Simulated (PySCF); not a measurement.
# Working out the ionisation energy of Co

Co [Ar] 3d7 4s2 (4F) → Co⁺ [Ar] 3d8 (3F). Calculation: PySCF 2.14, in def2-SVP (5s3p2d1f, 31 functions); the non-relativistic Hamiltonian (point nucleus). Frozen: [Ar]. Energies in hartree (1 hartree = 27.21139 eV):

| part | Co (lower) | Co⁺ (upper) |
| --- | --- | --- |
| UHF | -1381.211033 | -1380.910508 |
| MP2 opposite-spin | -0.087101 | -0.107774 |
| MP2 same-spin | -0.054212 | -0.068887 |

Question: What does Hartree-Fock give?

Answer: (-1380.910508) − (-1381.211033) = 0.300525 hartree = 8.178 eV.

Question: What do MP2 and SCS-MP2 (6/5 opposite-spin, 1/3 same-spin) give?

Answer: The opposite-spin parts differ by -0.563 eV and the same-spin parts by -0.399 eV. MP2: 8.178 + (-0.563) + (-0.399) = 7.216 eV. SCS-MP2: 8.178 + 1.2 × (-0.563) + (-0.399)/3 = 7.369 eV.

Measured between the centres of the two terms (NIST): 7.869 eV, so MP2 (valence) is off by -0.653 eV.

The calculation is non-relativistic.

A double-zeta basis recovers only part of the correlation energy.

What remains against the reference includes basis incompleteness, the frozen core and correlation beyond second order.
